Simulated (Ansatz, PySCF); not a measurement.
Reaction R1 + R2 → P1 + P2, each structure at its B3LYP-D3(BJ)/def2-TZVP stationary point, reached from a drawn start (curvature not checked).
R1, Cl2O2W (SMILES [O]=[W](=[O])([Cl])[Cl]) (charge 0, multiplicity 1):
```xyz
5

W      0.09672     0.00000     0.00000
O      1.11012     0.96872     0.96872
O      1.11012    -0.96872    -0.96872
Cl    -1.15848     1.33765    -1.33765
Cl    -1.15848    -1.33765     1.33765
```
P1, ClHO2W (SMILES [O]=[WH](=[O])[Cl]) (charge 0, multiplicity 1):
```csv
atom,x (Å),y (Å),z (Å)
W,0.0562,0.0089,-0.0089
O,1.0396,1.0922,0.8650
O,1.0396,-0.8650,-1.0922
H,-0.8380,1.0484,-1.0484
Cl,-1.2974,-1.2845,1.2845
```
R2, H2 (SMILES [H][H]) (charge 0, multiplicity 1):
```xyz
2

H      0.000     0.000     0.372
H      0.000     0.000    -0.372
```
P2: HCl (SMILES Cl), charge 0, multiplicity 1.

P less R. No zero-point or thermal terms; no spin–orbit coupling.

Cores are frozen in the correlated methods. CBS: X⁻³ extrapolation of the correlation energy, Hartree–Fock from the larger set.

Run with Ansatz (Gaussian orbitals); PySCF for the D3/D4 terms. Each number belongs to the level named beside it. Elements past Kr take the def2 small-core potentials, without spin–orbit coupling.

Problem. Predict the reaction energy from B3LYP-D3(BJ)/def2-TZVPP.

Solution. 28.2 kcal/mol

Problem. What is the computed reaction energy (CCSD(T)/CBS(def2-TZVPP, def2-QZVPP))?

Solution. 27.2 kcal/mol

Problem. What is the computed reaction energy (CCSD/def2-TZVPP)?

Solution. 24.5 kcal/mol

Ansatz is an electronic-structure program.
